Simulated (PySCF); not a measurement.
Vertical excitation energies

C4H6FNSi.
SMILES: `N#CC/C(F)=C/[SiH3]`

Level of theory: PySCF, TDDFT wB97X-D/def2-SVPD, vertical, gas phase, core orbitals frozen in the response. One conformer (not necessarily the lowest) at the GFN2-xTB geometry, without solvent, vibrations or thermal averaging. GFN2-xTB frequencies show an imaginary mode (22i cm⁻¹), so this geometry is no minimum at that level. Torsions of this conformer, `[N:1]#[C:2][CH2:3]/[C:4]([F:5])=[CH:6]/[SiH3:7]`: C2–C3–C4–F5 180°.

Q: List the vertical singlet excitations with oscillator strengths and describe the spectrum.

A: 

| state | E (eV) | ν̃ (cm⁻¹) | f | main configurations (H = HOMO, L = LUMO) |
| --- | --- | --- | --- | --- |
| S1 | 6.99 | 56410 | 0.425 | H→L (96%) |
| S2 | 7.45 | 60120 | 0.0083 | H→L+1 (86%) |
| S3 | 7.63 | 61550 | 0.0008 | H-1→L (72%), H-4→L (10%), H-2→L (8%) |
| S4 | 7.82 | 63070 | 0.0008 | H→L+2 (42%), H-3→L+2 (14%), H→L+3 (12%) |
| S5 | 8.01 | 64580 | 0.0004 | H→L+2 (34%), H-3→L+2 (18%), H-3→L+3 (12%) |
| S6 | 8.19 | 66050 | 0.0057 | H→L+3 (26%), H→L+6 (25%), H→L+4 (24%) |
| S7 | 8.23 | 66410 | 0.0056 | H→L+4 (36%), H-3→L+4 (14%), H→L+3 (14%) |
| S8 | 8.36 | 67400 | 0.0010 | H-4→L+4 (22%), H-1→L+4 (17%), H-2→L+4 (13%) |

Triplets (Tamm–Dancoff): T1 4.42 eV, H→L (90%); T2 6.62 eV, H-3→L+4 (39%), H-4→L+2 (10%); T3 7.12 eV, H-1→L (75%), H-4→L (12%), H-2→L (9%).

The lowest singlet comes at 177 nm (675 kJ/mol) in the vacuum ultraviolet; it is strong; its leading configuration is HOMO→LUMO (96%). The lowest level is also the most intense of those listed (f = 0.425). Löwdin shares by element: HOMO carbon 65% or more, fluorine 11%, silicon 7% (atoms not listed hold the other 18%); LUMO carbon 62% or more, silicon 15% (atoms not listed hold the other 23%). Weighted by f, the mean energy of these states is 7.04 eV. Of the 8 states listed, 1 reaches f = 0.01 and 1 stays under 0.0005. Orbital energies (eV): HOMO-3 -11.91, HOMO-2 -11.85, HOMO-1 -11.78, HOMO -9.95, LUMO 1.06, LUMO+1 1.82, LUMO+2 2.15. Singlets were solved by full linear response, triplets in the Tamm–Dancoff approximation.

Time: 61 s; peak memory 0.84 GiB. Hardware: one thread, Arm Neoverse N1 (aarch64), no GPU, shared host with 64 logical CPUs at a one-minute load of 57.
